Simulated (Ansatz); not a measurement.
Na2Sn⁺. Total charge 1; doublet. Geometry r2SCAN-D4/def2-TZVP; atoms count from 1.

Cartesian coordinates in Å:
```
Na 1.509 1.414 -1.095
Na -1.601 -0.070 1.705
Sn 0.092 -1.344 -0.610
```

In the def2 sets Sn takes a core potential; there is no spin–orbit coupling. The relaxed charge 1 doublet is spin-contaminated (final ⟨S²⟩ up to 1.43, 0.75 for a pure state). The geometry of the doublet was relaxed on an unsound state (⟨S²⟩ 1.58, where a pure state has 0.75). The structure comes from a short search, and lower isomers may exist.

(1) Estimate the Mulliken populations from the PBE0/def2-TZVP orbitals of Ansatz.

(2) Where does the spin sit?

(3) And the Mayer bond orders between bonded heavy atoms (over 0.3)?

Answers

(1) 
```tsv
atom	charge (e)	spin (α − β)
Na1	0.54	0.12
Na2	0.54	0.12
Sn3	-0.08	0.76
```
Mulliken values and Mayer orders depend strongly on the basis.

(2) Summed by element: Na 0.24, Sn 0.76, of 1 unpaired in all. Largest on single atoms: Sn3 0.76, Na1 0.12, Na2 0.12.

(3) Na1–Sn3 0.64 (3.14 Å); Na2–Sn3 0.64 (3.14 Å).
